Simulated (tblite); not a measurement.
Compound: C8H16N (charge +1).
Cartesian coordinates in Å at the GFN2-xTB level; atoms count from 1:
```
atom  x, y, z in Å
C1    -2.3926    0.5959   -0.0304
C2    -2.0889   -0.8915   -0.1652
C3    -0.6900   -0.9668    0.4275
N4     0.0091    0.2683   -0.0507
C5    -1.0686    1.2338   -0.4416
C6     0.9411    0.7985    0.9739
C7     2.1163   -0.1742    0.9553
C8     2.1790   -0.6548   -0.5071
C9     0.9336   -0.0533   -1.1683
H10   -3.2111    0.9229   -0.6657
H11   -2.6411    0.8398    1.0024
H12   -2.7912   -1.5198    0.3757
H13   -2.0925   -1.1937   -1.2127
H14   -0.7508   -0.9342    1.5159
H15   -0.1393   -1.8566    0.1325
H16   -0.9001    2.1968    0.0377
H17   -1.0389    1.3719   -1.5228
H18    1.2673    1.7905    0.6561
H19    0.4495    0.8814    1.9421
H20    1.9432   -1.0081    1.6338
H21    3.0343    0.3179    1.2660
H22    2.1800   -1.7420   -0.5608
H23    3.0786   -0.3051   -1.0083
H24    1.1879    0.8776   -1.6776
H25    0.4523   -0.7226   -1.8802
```

Level: GFN2-xTB in tblite, geometry and Hessian alike; calculated harmonic values, unscaled, isolated species. Against measured fundamentals such values can be off by several per cent, at times by over 20. One conformer, not necessarily the lowest.

Harmonic wavenumbers (cm⁻¹): 26.1, 130.2, 179.8, 229.5, 305.2, 390.6, 437.4, 461.3, 569.3, 633.1, 654.7, 761.0, 833.5, 843.5, 863.8, 878.2, 914.8, 947.3, 977.5, 992.0, 1001.6, 1024.1, 1032.0, 1053.3, 1064.1, 1076.1, 1091.4, 1112.7, 1120.7, 1161.7, 1170.2, 1187.4, 1199.9, 1209.3, 1217.2, 1234.2, 1247.7, 1283.2, 1290.5, 1295.2, 1304.1, 1312.3, 1319.0, 1321.1, 1342.5, 1450.9, 1455.3, 1460.8, 1475.0, 1479.4, 1484.7, 1489.3, 1504.6, 2991.1, 2995.5, 2998.6, 3001.4, 3008.9, 3016.1, 3018.7, 3019.1, 3022.4, 3025.1, 3031.1, 3039.8, 3044.0, 3053.3, 3054.2, 3056.9.

A = 3336, B = 1243, C = 1200 MHz; mass 126.128 u (most abundant isotopes); point group C1, symmetry number 1.

Question: What is the zero-point energy?

Answer: Half the sum of the wavenumbers: 50938 cm⁻¹ = 609.36 kJ/mol.

Question: Entropy at 298.15 K, 1 bar (ideal gas, RRHO, classical rotation)?

Answer: Translation 169.18, rotation 119.49, vibration 88.58: S = 377.3 J/(mol K).

Question: And Cp and H(298.15 K) − H(0)?

Answer: Cp = 147.80 J/(mol K), of which vibrations give 114.54 (their classical limit is 69 R = 573.7); H(298.15 K) − H(0) = 24.18 kJ/mol without the zero-point energy, 14.27 from vibrations.

Question: How do the functions run with temperature in this model?

Answer: 
```tsv
T (K)	S (J/(mol K))	Cp (J/(mol K))	H − H(0) (kJ/mol)	G − H(0) (kJ/mol)	ln q(vib)
50	241.5	46.0	2.00	-10.08	0.67
100	277.8	60.7	4.66	-23.13	1.46
373.15	415.3	193.5	36.98	-118.01	6.42
500	482.2	264.6	66.17	-174.92	9.29
750	610.1	365.5	145.90	-311.69	15.57
1000	724.9	430.9	246.00	-478.85	22.03
```

q(vib) and H(0) count from the zero-point level.

Question: What must be added to the electronic energy to get the Gibbs energy at 298.15 K and 1 bar?

Answer: ZPE + [H(298.15 K) − H(0)] − T·S = 609.36 + 24.18 − 112.48 = 521.06 kJ/mol.

Question: Blend soft modes into free rotors: weight 1/[1 + (100 cm⁻¹/ν̃)⁴] for the oscillator and the rest for a rotor with moment μB/(μ + B), μ = h/(8π²ν), B = 10⁻⁴⁴ kg m². What vibrational entropy results?

Answer: 80.27 J/(mol K) in place of 88.58, which changes −T·S at 298.15 K by +2.48 kJ/mol.

Question: Which modes carry the vibrational entropy at 298.15 K?

Answer: 26.1 cm⁻¹: 25.55; 130.2 cm⁻¹: 12.31; 179.8 cm⁻¹: 9.75; 229.5 cm⁻¹: 7.88; 305.2 cm⁻¹: 5.81; 390.6 cm⁻¹: 4.18 J/(mol K); the other 63 give 23.11 together.

Hindered rotation and anharmonicity are outside this model. Other conformers, if any are populated, would add a mixing term that is left out. The structure is chiral; the term R ln 2 for an equal mix with its mirror image is left out.

Run on one thread of an x86-64 server (shared host). The figure is for the frequency step alone.
